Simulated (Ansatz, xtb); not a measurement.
## Relative energy of two isomers of C2H9OSi+

Structure X is `C[SiH](C)[OH2+]`, a singlet and structure Y is `CC[SiH2][OH2+]`, a singlet. Both are isolated ions in the gas phase, relaxed with PBE-D3(BJ)/def2-SVP; the shapes shown needn't be the lowest conformers.

X (Å):

```xyz
13

C    -0.1650    1.7149    0.5787
C     1.4343    0.0586   -1.6352
O    -0.9954   -0.8976   -0.3705
Si   -0.1663    0.7179   -0.9806
H     0.2923    2.7027    0.3523
H     0.4423    1.2396    1.3748
H    -1.1867    1.9177    0.9590
H    -1.1498    1.1538   -2.0172
H     2.0429   -0.4181   -0.8409
H     2.0182    0.9153   -2.0368
H     1.2941   -0.6516   -2.4752
H    -1.8176   -0.8695    0.1673
H    -1.0194   -1.6979   -0.9408
```

Y (Å):

```xyz
13

C    -1.5858    1.0721   -1.0549
C    -0.1625    1.6532   -1.0831
O     0.1524    1.5056    1.8556
Si    0.9930    1.0171    0.2212
H    -1.5829   -0.0316   -1.1544
H    -2.1804    1.4782   -1.8956
H    -2.1204    1.3280   -0.1188
H     0.3544    1.4108   -2.0427
H    -0.1570    2.7657   -1.0432
H     2.3202    1.6868    0.3580
H     1.0136   -0.4488    0.4967
H     0.0219    2.4415    2.1262
H     0.2212    0.9417    2.6577
```

Problem. Estimate which is lower in electronic energy at CCSD(T)/def2-SVP + ΔMP2/def2-TZVPP, and by roughly how much.

Solution. The CCSD(T)/def2-SVP + ΔMP2/def2-TZVPP calculation puts structure X lower, by 17.5 kcal/mol.

Level by level:

```
                             level             geometry  E(Y) − E(X) (kcal/mol)  departure from the last row (kcal/mol)  job, with rough time for the two
                          GFN2-xTB             GFN2-xTB                      +1.3                                   −16.2               optimisation, 0.1 s
                         HF/STO-3G             GFN2-xTB                     +12.6                                    −4.9              single point, 0.24 s
                r2SCAN-D4/def2-SVP             GFN2-xTB                     +17.2                                    −0.4                 single point, 3 s
               PBE-D3(BJ)/def2-SVP  PBE-D3(BJ)/def2-SVP                     +16.9                                    −0.7                optimisation, 58 s
                       HF/def2-SVP  PBE-D3(BJ)/def2-SVP                     +15.3                                    −2.2           part of the CCSD(T) run
                      MP2/def2-SVP  PBE-D3(BJ)/def2-SVP                     +15.6                                    −2.0           part of the CCSD(T) run
                  CCSD(T)/def2-SVP  PBE-D3(BJ)/def2-SVP                     +14.7                                    −2.8                      single point
CCSD(T)/def2-SVP + ΔMP2/def2-TZVPP  PBE-D3(BJ)/def2-SVP                     +17.5                                                        single point, 19 s
```

As drawn, Y has 1 C–C, 1 Si–H in place of 1 C–Si, 1 C–H.

None of the levels shown reverses the order. The largest departure from CCSD(T)/def2-SVP + ΔMP2/def2-TZVPP is that of GFN2-xTB, 16.2 kcal/mol. The last row adds to CCSD(T) the change of the MP2 difference between the two basis sets, here +2.8 kcal/mol.

With harmonic frequencies from PBE-D3(BJ)/def2-SVP (ideal gas, rigid rotor, one conformer each, 298.15 K, 1 atm): on the last row, ΔE + ΔZPE = +17.6, ΔH = +17.3, ΔG = +17.6 kcal/mol.

The correlated steps freeze 8 core orbitals. Mirror images aren't counted in ΔG. Run with Ansatz 0.2.0, xtb 6.7.1; the last row on 2 threads of Arm Neoverse V2 on a shared host.
